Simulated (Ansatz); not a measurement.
Consider the substitution at a C–Se bond: `C[Se][SnH3]` + `S[Si]Cl` → `CS[Si]Cl` + `[SeH][SnH3]`.

Gas-phase electronic energies from Ansatz, PBE0-D4/def2-TZVP geometries. CBS: MP2 limit from def2 TZ/QZ plus the TZ coupled-cluster correction, frozen cores. This one scheme is used for every species. DFT in def2-TZVPP. Elements past krypton have def2 core potentials. For Se, Sn outer-core shells are correlated without core-valence functions, which leaves a few kJ/mol of doubt a bond. Scalar relativity is left out up to krypton. Each species was taken in one conformer, which may not be the lowest.

```tsv
level	ΔE (kcal/mol)	difference from CCSD(T)/CBS
LDA (SPW92)	-1.2	-2.5
PBE	0.2	-1.1
PBE0	0.5	-0.8
LC-ωPBE	0.9	-0.4
MP2/def2-SVP	-0.5	-1.8
CCSD(T)/def2-SVP	-0.6	-1.9
SCS-MP2/def2-TZVPP	2.1	0.8
MP2/def2-QZVPP	1.8	0.5
SCS-MP2/def2-QZVPP	1.9	0.6
CCSD/CBS(def2)	1.7	0.4
CCSD(T)/CBS	1.3	0
```

Largest T1 diagnostic among the species: 0.014.

Leaving LDA and LC-ωPBE aside and taking each functional with its dispersion term where it has one, the values, not all of them listed here, spread over 1.0 kcal/mol, from PBE-D4 to B2PLYP. LDA lies −1.4 kcal/mol from PBE without D4. At CCSD(T), def2-SVP lies −1.9 kcal/mol from the extrapolated value and def2-TZVPP +0.4 kcal/mol.
